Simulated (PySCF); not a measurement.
C4H12Sn, SMILES C[C](C)(C)[SnH3], GFN2-xTB optimised geometry.

```
17

Sn     0.55     0.71     0.00
C     -0.32    -0.44     1.68
C     -1.84    -0.32     1.62
C      0.20     0.13     2.99
C      0.09    -1.90     1.55
H      0.11     2.32     0.00
H      2.23     0.71     0.00
H      0.11     0.13    -1.50
H     -2.28    -0.88     2.44
H     -2.15     0.72     1.72
H     -2.23    -0.72     0.69
H     -0.08     1.17     3.10
H      1.28     0.05     3.05
H     -0.23    -0.43     3.83
H      1.17    -2.01     1.58
H     -0.27    -2.32     0.61
H     -0.33    -2.47     2.37
```

Density from PySCF with CAM-B3LYP/def2-SVP, def2 effective core potentials past Kr at that geometry. The core electrons that the potentials of Sn replace are not part of the density.

Minimum of the electron density along straight lines between bonded atoms, close to the bond critical point (lines longer than 1.1 times the sum of covalent radii, or with two minima, are not listed):

```csv
bond,length / Å,ρ at the minimum / e bohr⁻³,∇²ρ there / e bohr⁻⁵,position (fraction from the first atom)
Sn1–C2,2.218,0.095,0.10,0.50
C2–C3,1.519,0.250,-0.58,0.50
C2–C4,1.519,0.250,-0.58,0.50
C2–C5,1.519,0.250,-0.58,0.50
Sn1–H6,1.674,0.115,0.17,0.63
Sn1–H7,1.674,0.115,0.17,0.63
Sn1–H8,1.674,0.115,0.17,0.63
C3–H9,1.090,0.275,-1.01,0.63
C3–H10,1.088,0.277,-1.02,0.63
C3–H11,1.088,0.277,-1.02,0.63
C4–H12,1.088,0.277,-1.02,0.63
C4–H13,1.088,0.277,-1.02,0.63
C4–H14,1.090,0.275,-1.01,0.63
C5–H15,1.088,0.277,-1.02,0.63
C5–H16,1.088,0.277,-1.02,0.63
C5–H17,1.090,0.275,-1.01,0.63
```
